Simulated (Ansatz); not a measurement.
`[OH][GeH2][SiH2][SiH3]` + `[OH][SnH3]` → `[SiH3][O][SnH3]` + `[OH][GeH2][SiH3]` at 400 K and 1 bar (cleavage of the Si–Si bond).

Gas-phase electronic energies from Ansatz, PBE0-D4/def2-TZVP geometries. CCSD(T)/CBS adds triple-zeta CCSD(T) − MP2 to the extrapolated MP2 energy (def2 sets, frozen cores). Elements past krypton have def2 core potentials. For Ge, Sn outer-core shells are correlated without core-valence functions, which leaves a few kJ/mol of doubt a bond. Scalar relativity is left out up to krypton. One conformer a species, not always the lowest.

```tsv
species	CCSD(T)/CBS energy (Eh)	H − E (kJ/mol)	S (J/(mol·K))
`[OH][GeH2][SiH2][SiH3]`	-2734.26561	229.0	445.6
`[OH][SnH3]`	-291.59405	108.6	309.2
`[SiH3][O][SnH3]`	-581.91447	160.4	398.1
`[OH][GeH2][SiH3]`	-2443.98216	172.6	368.1
```

H − E and S are ideal-gas, rigid-rotor, harmonic terms from PBE0-D4/def2-TZVP, for one conformer and one mirror image of each species. 1 Eh = 2625.50 kJ/mol, R = 8.31446 J/(mol·K).

By hand: ΔE, ΔH, ΔS and ΔG.

ΔE = (-581.91447) + (-2443.98216) − (-2734.26561) − (-291.59405) = -0.03697 Eh = -97.1 kJ/mol. Δ(H − E) = 160.4 + 172.6 − 229.0 − 108.6 = -4.6, so ΔH = -101.7 kJ/mol. ΔS = 398.1 + 368.1 − 445.6 − 309.2 = 11.4 J/(mol·K). ΔG = -101.7 − 400 × (11.4)/1000 = -106.3 kJ/mol.

By hand: the equilibrium constant, and the temperature at which ΔG would vanish if ΔH and ΔS stayed fixed.

log₁₀ K = −ΔG/(RT ln 10) = 13.9. ΔH and −TΔS have one sign here, so there is no such temperature.

The number of gas molecules stays the same, so ΔS is small and ΔH decides. A doubt of 5 kJ/mol in ΔE shifts log₁₀ K by 0.7 here. Other conformers and mirror images would add mixing entropy, several J/(mol·K) or more a flexible species. Modes under 60 cm⁻¹, often nearly free rotors, make the harmonic entropy too high. These are equilibria of isolated gas molecules and say nothing of rates. Largest T1 diagnostic: 0.014 (customary marks: 0.02 for closed shells, 0.045 for open ones).

ΔS is within the doubt of such terms, so its sign, and with it that verdict, could turn.
